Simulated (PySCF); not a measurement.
PySCF input (TPSSh/def2-TZVPD):

```python
from pyscf import gto, scf, dft

mol = gto.M(
    atom='''
    B     0.50152530    0.22339478   -0.79319142
    Cl    1.22958651   -0.52911509    0.63476893
    O    -0.76405816    0.55831860   -0.94449794
    C    -1.83209824    0.39065020    0.00705207
    H    -1.46788999   -0.07770143    0.92003048
    H    -2.59630521   -0.22983723   -0.45670412
    H    -2.24134719    1.37507118    0.22523018
    ''',
    basis='def2-tzvpd',
    charge=0,
    spin=1,
    verbose=4,
)

mf = dft.UKS(mol, xc='tpssh').density_fit(auxbasis='def2-universal-jkfit')
mf.grids.level = 3
mf.conv_tol = 1e-9
mf.max_cycle = 100
mf.max_memory = 1500
mf.kernel()
if not mf.converged:
    mf = mf.newton()
    mf.kernel(mf.make_rdm1())
for _ in range(2):
    mo, _, stable, _ = mf.stability(return_status=True)
    if stable:
        break
    mf.kernel(mf.make_rdm1(mo, mf.mo_occ))
mf.analyze()
```

End of the output:

```
Extra cycle  E= -600.284766570411  delta_E= 1.42e-10  |g|= 2.38e-05  |ddm|= 2.21e-05
converged SCF energy = -600.284766570411  <S^2> = 0.753692  2S+1 = 2.0036886
uhf_internal: lowest eigs of H = [0.24699664 0.36395974 0.40645527]
<class 'pyscf.df.df_jk.DFUKS'> wavefunction is stable in the internal stability analysis
**** SCF Summaries ****
Total Energy =                        -600.284766570410738
Nuclear Repulsion Energy =             134.369709778726303
One-electron Energy =                -1091.840415016930365
Two-electron Energy =                  357.185938667793380
Two-electron Coulomb Energy =          404.697891633231677
DFT Exchange-Correlation Energy =      -47.511952965438269
HOMO-LUMO gap [eV] =                     3.279986687154103
**** MO energy ****
                             alpha | beta                alpha | beta
MO #1   energy= -101.380159705678  | -101.379186366597  occ= 1 | 1
MO #2   energy= -19.1023990590995  | -19.1016917773253  occ= 1 | 1
MO #3   energy= -10.1851476132538  | -10.1839991714798  occ= 1 | 1
MO #4   energy= -9.38286377658837  | -9.38199222210038  occ= 1 | 1
MO #5   energy= -7.12871906795081  | -7.12663710815572  occ= 1 | 1
MO #6   energy= -7.12317688863258  | -7.12274138764143  occ= 1 | 1
MO #7   energy= -7.12239622175614  | -7.12119211479907  occ= 1 | 1
MO #8   energy= -6.77541187329408  | -6.76278202631761  occ= 1 | 1
MO #9   energy= -1.04355309713638  | -1.04200069014416  occ= 1 | 1
MO #10  energy= -0.818356381913382 | -0.812817454773167 occ= 1 | 1
MO #11  energy= -0.711628483692202 | -0.707913567653101 occ= 1 | 1
MO #12  energy= -0.53212182596549  | -0.526984128679175 occ= 1 | 1
MO #13  energy= -0.469457540898006 | -0.465235564277722 occ= 1 | 1
MO #14  energy= -0.465059818431587 | -0.464457709677736 occ= 1 | 1
MO #15  energy= -0.43779735129273  | -0.426380079528379 occ= 1 | 1
MO #16  energy= -0.356594358340566 | -0.352470995124869 occ= 1 | 1
MO #17  energy= -0.354085994411318 | -0.34496468073392  occ= 1 | 1
MO #18  energy= -0.322845702110808 | -0.318168311421084 occ= 1 | 1
MO #19  energy= -0.314398428710526 | -0.314451536455205 occ= 1 | 1
MO #20  energy= -0.200992232785929 | -0.0804549442867923 occ= 1 | 0
MO #21  energy= -0.0355513320802467 | -0.00503651376158738 occ= 0 | 0
MO #22  energy= -0.00276466131830541 | 0.00063632212524002 occ= 0 | 0
MO #23  energy= 0.0240792845272627 | 0.0289320116326027 occ= 0 | 0
MO #24  energy= 0.0263739541110733 | 0.0349501943757759 occ= 0 | 0
MO #25  energy= 0.0427348983567463 | 0.0464152079901562 occ= 0 | 0
MO #26  energy= 0.0504503583082872 | 0.0576655627775262 occ= 0 | 0
MO #27  energy= 0.0588897897380496 | 0.0619729571740439 occ= 0 | 0
MO #28  energy= 0.0679463750818344 | 0.0691128706863033 occ= 0 | 0
MO #29  energy= 0.0758467409506193 | 0.0827807502451904 occ= 0 | 0
MO #30  energy= 0.0901447061770097 | 0.0960499839295701 occ= 0 | 0
MO #31  energy= 0.0990789254145204 | 0.104883711242573  occ= 0 | 0
MO #32  energy= 0.106827901942337  | 0.11460729422859   occ= 0 | 0
MO #33  energy= 0.115544282220424  | 0.120798540603511  occ= 0 | 0
MO #34  energy= 0.118802562720294  | 0.123052328610848  occ= 0 | 0
MO #35  energy= 0.131061376531644  | 0.138207381556514  occ= 0 | 0
MO #36  energy= 0.15842596208936   | 0.167281052617622  occ= 0 | 0
MO #37  energy= 0.168830821406154  | 0.176389164598948  occ= 0 | 0
MO #38  energy= 0.173619717748973  | 0.180173339414558  occ= 0 | 0
MO #39  energy= 0.186934432650396  | 0.19081000208369   occ= 0 | 0
MO #40  energy= 0.197656429882477  | 0.204568835884466  occ= 0 | 0
MO #41  energy= 0.202696677544769  | 0.212434692249218  occ= 0 | 0
MO #42  energy= 0.211509072222889  | 0.219383994149648  occ= 0 | 0
MO #43  energy= 0.223049242842184  | 0.230019515435378  occ= 0 | 0
MO #44  energy= 0.234704735274089  | 0.239715875763415  occ= 0 | 0
MO #45  energy= 0.235852448135884  | 0.242376654192834  occ= 0 | 0
MO #46  energy= 0.23982317842106   | 0.243794939059248  occ= 0 | 0
MO #47  energy= 0.246723974457962  | 0.252086060773177  occ= 0 | 0
MO #48  energy= 0.25560192790061   | 0.261303475773149  occ= 0 | 0
MO #49  energy= 0.268458403108371  | 0.273555810183559  occ= 0 | 0
MO #50  energy= 0.269109577325154  | 0.273770990070251  occ= 0 | 0
MO #51  energy= 0.278385006000121  | 0.283015379905662  occ= 0 | 0
MO #52  energy= 0.280864026236442  | 0.285728920173795  occ= 0 | 0
MO #53  energy= 0.290117933989155  | 0.295166179461764  occ= 0 | 0
MO #54  energy= 0.294725174353691  | 0.297462270919994  occ= 0 | 0
MO #55  energy= 0.319608227511873  | 0.325788595079594  occ= 0 | 0
MO #56  energy= 0.328586864585249  | 0.332573478923092  occ= 0 | 0
MO #57  energy= 0.335445909071621  | 0.340167236467843  occ= 0 | 0
MO #58  energy= 0.350785694843855  | 0.37109663658615   occ= 0 | 0
MO #59  energy= 0.370113562209955  | 0.372735097104585  occ= 0 | 0
MO #60  energy= 0.375130032812617  | 0.381131083990297  occ= 0 | 0
MO #61  energy= 0.383258865452784  | 0.387415435372418  occ= 0 | 0
MO #62  energy= 0.387090392063431  | 0.390537454040093  occ= 0 | 0
MO #63  energy= 0.413127067694982  | 0.414495554617729  occ= 0 | 0
MO #64  energy= 0.440698796891475  | 0.446291733680091  occ= 0 | 0
MO #65  energy= 0.473037254634537  | 0.477613706485816  occ= 0 | 0
MO #66  energy= 0.482028287919512  | 0.484742366199515  occ= 0 | 0
MO #67  energy= 0.484960442503054  | 0.492238416211929  occ= 0 | 0
MO #68  energy= 0.50193006585829   | 0.507955289430166  occ= 0 | 0
MO #69  energy= 0.508561404926745  | 0.517588782627852  occ= 0 | 0
MO #70  energy= 0.548151850734446  | 0.549425165146104  occ= 0 | 0
MO #71  energy= 0.551197453387087  | 0.564863780792763  occ= 0 | 0
MO #72  energy= 0.574206770017725  | 0.582921126297582  occ= 0 | 0
MO #73  energy= 0.580350754679749  | 0.585723832167141  occ= 0 | 0
MO #74  energy= 0.589450722438132  | 0.594820140216915  occ= 0 | 0
MO #75  energy= 0.620462938467785  | 0.624421477842551  occ= 0 | 0
MO #76  energy= 0.633045408972352  | 0.635064574156505  occ= 0 | 0
MO #77  energy= 0.634233319831504  | 0.644614410260232  occ= 0 | 0
MO #78  energy= 0.641952607007987  | 0.647220365703834  occ= 0 | 0
MO #79  energy= 0.644126442229466  | 0.652909197569157  occ= 0 | 0
MO #80  energy= 0.689866596452255  | 0.696917572241678  occ= 0 | 0
MO #81  energy= 0.694740658549249  | 0.701049674922348  occ= 0 | 0
MO #82  energy= 0.705201173313987  | 0.715027844787567  occ= 0 | 0
MO #83  energy= 0.710726315775825  | 0.715547194656111  occ= 0 | 0
MO #84  energy= 0.726684814623946  | 0.733141807309364  occ= 0 | 0
MO #85  energy= 0.747567898292312  | 0.75215037247619   occ= 0 | 0
MO #86  energy= 0.767833056748435  | 0.77293317664423   occ= 0 | 0
MO #87  energy= 0.802339591105549  | 0.807726460533581  occ= 0 | 0
MO #88  energy= 0.847903007163264  | 0.856524052060925  occ= 0 | 0
MO #89  energy= 0.861511153906883  | 0.867309123235822  occ= 0 | 0
MO #90  energy= 0.893601863169626  | 0.902665731818767  occ= 0 | 0
MO #91  energy= 0.924494212937523  | 0.949732314303386  occ= 0 | 0
MO #92  energy= 0.975411069077315  | 0.981304305014811  occ= 0 | 0
MO #93  energy= 1.00101761342022   | 1.0144478353282    occ= 0 | 0
MO #94  energy= 1.04306185963042   | 1.04407238449285   occ= 0 | 0
MO #95  energy= 1.06055312540431   | 1.06262031489015   occ= 0 | 0
MO #96  energy= 1.06381968601214   | 1.07280585565843   occ= 0 | 0
MO #97  energy= 1.09697042836057   | 1.10332472161806   occ= 0 | 0
MO #98  energy= 1.15990851542731   | 1.16308826871148   occ= 0 | 0
MO #99  energy= 1.16138318779326   | 1.1775866486867    occ= 0 | 0
MO #100 energy= 1.19380904777952   | 1.2045172978352    occ= 0 | 0
MO #101 energy= 1.2235905414212    | 1.22978612426408   occ= 0 | 0
MO #102 energy= 1.31359320857758   | 1.32439385451601   occ= 0 | 0
MO #103 energy= 1.38073251794293   | 1.38661009663328   occ= 0 | 0
MO #104 energy= 1.42201062890161   | 1.43222606795722   occ= 0 | 0
[...]
```

It need not be the lowest isomer of its formula.
